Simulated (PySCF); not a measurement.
A calculated (BP86, PySCF 2.14, x2c-SVPall, the spin-free X2C one-electron Hamiltonian (Gaussian nucleus)) atom or ion has these occupied shells.

```
shell  electrons  orbital energy (eV)  rms radius, mean of both spins (bohr)
 1s α          1             -10244.0                                 0.0561
 1s β          1             -10243.9                                 0.0561
 2s α          1              -1283.4                                  0.236
 2s β          1              -1283.4                                  0.236
 2p α          3              -1120.6                                  0.211
 2p β          3              -1120.5                                  0.211
 3s α          1              -168.92                                  0.700
 3s β          1              -168.86                                  0.700
 3p α          3              -119.77                                  0.737
 3p β          3              -119.69                                  0.737
 3d α          5              -40.002                                  0.907
 3d β          5              -39.777                                  0.907
 4s α          1              -26.872                                   2.25
```

(1) Name the element and its charge.

Results:

(1) Ga²⁺ (gallium, charge +2), in [Ar] 3d10 4s1, 2S determinant.
